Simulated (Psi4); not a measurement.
C3H4, charge -1, doublet, at a GFN2-xTB geometry (a state made from the parent by changing its charge; the spin is typed, not shown lowest) (a gas-phase anion, which may not be bound at this level); CAM-B3LYP/3-21G (Psi4).

Here is a job for Psi4.
```
memory 2 GB

molecule {
-1 2
C     1.24322362   -0.11733483    0.06798327
C    -0.00318420    0.40993186    0.09138401
C    -1.24156856   -0.09573677   -0.11548223
H     1.55199330   -1.00396287   -0.52298740
H     2.09459145    0.41698877    0.50205590
H    -2.10217797    0.55969452   -0.28432890
H    -1.53523195   -1.15388194    0.04195012
}

set {
  basis 3-21g
  reference uks
  diis_max_vecs 15
}

energy('cam-b3lyp')
print_variables()
```

It wrote (shortened):

```
   => Loading Basis Set <=

    Name: 3-21G
    Role: ORBITAL
    Keyword: BASIS

         ---------------------------------------------------------
                                   SCF
               by Justin Turney, Rob Parrish, Andy Simmonett
                          and Daniel G. A. Smith
                              UKS Reference
         ---------------------------------------------------------

  ==> Geometry <==

    Molecular point group: c1
    Full point group: C1

    Geometry (in Angstrom), charge = -1, multiplicity = 2:

       Center              X                  Y                   Z               Mass
    ------------   -----------------  -----------------  -----------------  -----------------
         C            1.243451018476    -0.146609896492     0.061457129012    12.000000000000
         C           -0.002956801524     0.380656793508     0.084857869012    12.000000000000
         C           -1.241341161524    -0.125011836492    -0.122008370988    12.000000000000
         H            1.552220698476    -1.033237936492    -0.529513540988     1.007825032230
         H            2.094818848476     0.387713703508     0.495529759012     1.007825032230
         H           -2.101950571524     0.530419453508    -0.290855040988     1.007825032230
         H           -1.535004551524    -1.183157006492     0.035423979012     1.007825032230

  Running in c1 symmetry.

  Rotational constants: A =      2.91457  B =      0.32783  C =      0.29939 [cm^-1]
  Rotational constants: A =  87376.57871  B =   9828.05827  C =   8975.39361 [MHz]
  Nuclear repulsion =   58.316006152216779

  Charge       = -1
  Multiplicity = 2
  Electrons    = 23
  Nalpha       = 12
  Nbeta        = 11

  ==> Algorithm <==

  SCF Algorithm Type is DF.
  DIIS enabled.
  MOM disabled.
  Fractional occupation disabled.
  Guess Type is SAD.
  Energy threshold   = 1.00e-06
  Density threshold  = 1.00e-06
  Integral threshold = 1.00e-12

  ==> Primary Basis <==

  Basis Set: 3-21G
    Blend: 3-21G
    Number of shells: 23
    Number of basis functions: 35
    Number of Cartesian functions: 35
    Spherical Harmonics?: false
    Max angular momentum: 1

  ==> DFT Potential <==

   => LibXC <=

    Version 7.1.2
    S. Lehtola, C. Steigemann, M. J. T. Oliveira, and M. A. L. Marques,  SoftwareX 7, 1–5 (2018) (10.1016/j.softx.2017.11.002)

   => Composite Functional: CAM-B3LYP <=

    CAM-B3LYP Hyb-GGA Exchange-Correlation Functional

[...]
      Ntotal   =   23.0000016911 ; deviation = 1.691e-06

   @Spin Contamination Metric:   5.071040980E-03
   @S^2 Expected:                7.500000000E-01
   @S^2 Observed:                7.550710410E-01
   @S   Expected:                5.000000000E-01
   @S   Observed:                5.000000000E-01

    Orbital Energies [Eh]
    ---------------------

    Alpha Occupied:

[...]
    Alpha Virtual:

[...]
    Beta Occupied:

[...]
    Beta Virtual:

[...]
    Final Occupation by Irrep:
              A
    DOCC [    11 ]
    SOCC [     1 ]
    NA   [    12 ]
    NB   [    11 ]

  @DF-UKS Final Energy:  -115.86287672209322

   => Energetics <=

    Nuclear Repulsion Energy =             58.3160061522167794
    One-Electron Energy =                -275.8403572516479016
    Two-Electron Energy =                 114.4714573109768025
    DFT Exchange-Correlation Energy =     -12.8099829336388940
    Empirical Dispersion Energy =           0.0000000000000000
    VV10 Nonlocal Energy =                  0.0000000000000000
    Total Energy =                       -115.8628767220932190

  UHF NO Occupations:
  HONO-2 :   10  A 1.9990459
  HONO-1 :   11  A 1.9985231
  HONO-0 :   12  A 1.0000000
  LUNO+0 :   13  A 0.0014769
  LUNO+1 :   14  A 0.0009541
  LUNO+2 :   15  A 0.0000398
  LUNO+3 :   16  A 0.0000282

Computation Completed

Properties will be evaluated at   0.000000,   0.000000,   0.000000 [a0]

Properties computed using the SCF density matrix

 Multipole Moments:

 ------------------------------------------------------------------------------------
     Multipole            Electronic (a.u.)      Nuclear  (a.u.)        Total (a.u.)
 ------------------------------------------------------------------------------------

 L = 1.  Multiply by 2.5417464519 to convert [e a0] to [Debye]
 Dipole X            :         -0.0081509            0.0094538            0.0013029
 Dipole Y            :          1.0493505           -1.2170808           -0.1677303
 Dipole Z            :          0.2339263           -0.2713176           -0.0373912
 Magnitude           :                                                    0.1718524

 ------------------------------------------------------------------------------------

  Variable Map:
  ----------------------------------------------------------------------------
[...]
  Array Variable Map:
  ----------------------------------------------------------------------------
[...]
[...]
```
